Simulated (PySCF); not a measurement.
Calculation: PBE-D3(BJ)/def2-TZVP // r2SCAN-D4/def2-SVP (PySCF). Gas-phase values, no solvent. One relaxed conformer stands for a flexible species; it need not be the lowest. 

Reference species (SMILES): `[CH3][Sn]([CH3])([CH3])[CH3]` (neutral, multiplicity 1).

```yaml
HOMO: -6.48 eV
HOMO–LUMO gap: 6.25 eV
```

Changed species: `C[O][Sn]([CH3])([CH3])[O]C` (C–O–Sn–O torsion 59°, O–Sn–O–C torsion 58°) (2 of 4 CH3 replaced by OCH3; the reference has 0 of 4 CH3 replaced by OCH3).

**Question.** Predict the effect on the HOMO and HOMO–LUMO gap.

**Answer.** the HOMO goes up by 0.74 eV, to -5.74 eV; the HOMO–LUMO gap falls by 1.60 eV, to 4.65 eV.
